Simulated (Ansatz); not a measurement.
Reactions of `C=[CH][InH][CH3]`.

Isolated molecules relaxed with PBE0-D4/def2-TZVP in Ansatz; ΔE leaves out vibrations. CCSD(T)/CBS adds triple-zeta CCSD(T) − MP2 to the extrapolated MP2 energy (def2 sets, frozen cores). This one scheme is used for every species, atoms too. For atomizations the MP2-based limit and the directly extrapolated one differ by several kJ/mol either way, and by 10 to 25 for some Ge, Se and Sn compounds, so smaller differences from it don't rank the levels. DFT in def2-TZVPP. B3LYP here is the variant with VWN-RPA as its local correlation; programs differ in this. Open shells (•) are unrestricted, without spin–orbit coupling. Spin–orbit coupling would lower the free atoms: a little for C; strongly for In. def2 core potentials past Kr. For In outer-core shells are correlated without core-valence functions, so the limit isn't a true one: a few kJ/mol of doubt a bond, and 10 to 20 or more in all where bonds break to atoms. Each species was taken in one conformer, which may not be the lowest.

| reaction | ωB97M-V (kJ/mol) | ωB97X-V (kJ/mol) | B2PLYP (kJ/mol) | B3LYP-D4 (kJ/mol) | CCSD(T)/CBS(def2) (kJ/mol) |
| --- | --- | --- | --- | --- | --- |
| `C=[CH][InH][CH3]` → 3 C• + 7 H• + In• | 3865 | 3861 | 3810 | 3844 | 3862 |
| `C=[CH][InH][CH3]` + `BN` → `BNC=C` + `[CH3][InH2]` | 19 | 17 | 21 | 14 | 29 |
| `C=[CH][InH][CH3]` + CH₃NH₂ → `C[NH][InH][CH3]` + ethylene | -34 | -35 | -38 | -38 | -39 |
| `C=[CH][InH][CH3]` + H₂ → `C=[CH][InH2]` + CH₄ | -48 | -50 | -49 | -49 | -40 |
| `C=[CH][InH][CH3]` + H₂S → `[CH3][InH][SH]` + ethylene | -120 | -120 | -123 | -124 | -121 |

Largest T1 diagnostic: 0.015, for In•.
